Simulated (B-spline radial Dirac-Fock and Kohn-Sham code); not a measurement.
Z = 23 (vanadium), transition energy 17.6 keV. The computed values come from a radial B-spline solver: a Dirac-Hartree-Slater potential of the neutral atom with a Latter tail (no hole, which puts coefficients of high multipoles low close above an edge), finite nucleus with surface currents. Subshells that would emit electrons below 1 keV are left out.

Q: A pure transition shows α(K) = 5110, L1/L2 = 6.90 and L1/L3 = 1.24. What is its multipolarity?
A. M2
B. E4
C. E2
D. M1
E. E1
F. M4
G. E3
H. M3

A: H. For comparison, α(K), L1/L2, L1/L3 are E1 5.48, 11.3, 6.08; E2 212, 1.39, 0.773; E3 6600, 0.235, 0.133; E4 199000, 0.0551, 0.0314; M1 2.58, 18.6, 43.2; M2 134, 10.8, 5.20; M4 188000, 4.91, 0.558.
